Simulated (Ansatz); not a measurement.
## Pulling the pair apart

The pair of Cl⁻ (SMILES [Cl-], atom 1) and C$_{2}$H$_{4}$ (SMILES C=C, atoms 2–7), both closed shells, in one local arrangement (a lower one may exist), relaxed at PBE0-D4/def2-TZVPD:

```tsv
atom	x (Å)	y (Å)	z (Å)
Cl1	-0.0454	-0.0296	-3.4041
C2	-0.2476	0.4297	1.0076
C3	0.2619	-0.4187	0.1255
H4	-0.7982	1.3079	0.6831
H5	-0.1399	0.2886	2.0806
H6	0.8119	-1.2949	0.4630
H7	0.1571	-0.2828	-0.9556
```

C$_{2}$H$_{4}$ is shifted rigidly along the line between the mean atom positions of the two fragments (negative: closer). Counterpoise interaction energies in kcal/mol. Program: Ansatz 0.2.0. Basis: def2-TZVPPD. Cores are frozen in the correlated methods. B3LYP uses VWN-RPA correlation.

```
shift (Å)  B3LYP-D4  r2SCAN-D4     HF
    -0.25     -4.71      -4.65  -0.97
    -0.12     -5.35      -5.21  -2.24
     0.00     -5.57      -5.39  -2.97
     0.12     -5.53      -5.32  -3.35
     0.30     -5.23      -5.00  -3.51
     0.62     -4.38      -4.14  -3.23
     1.23     -2.89      -2.65  -2.28
     2.47     -1.44      -1.15  -1.06
```

(1) What does CCSD(T) give at these shifts? (To be estimated.)

T1 diagnostic: at most 0.010.

## Answers

(1) The calculation gives: -3.66, -4.43, -4.76, -4.81, -4.60, -3.89, -2.52, -1.08 kcal/mol. For zero shift, CCSD(T) at an estimated basis limit (MP2 extrapolated from triple and quadruple zeta, plus CCSD(T) − MP2 in triple zeta) gives -5.24 kcal/mol. These are counterpoise interaction energies, counted from the two frozen fragments.

For scale, one of the runs: CCSD(T)/def2-TZVPPD, 193 basis functions, launched by `ansatz run in.yaml --threads 2 --pin off --events-out ev --progress --plain --max-ram 5222MiB`. Hardware: 2 CPU threads of an Arm Neoverse V2, shared host. Wall time 37 s; peak host memory 2.1 GiB.
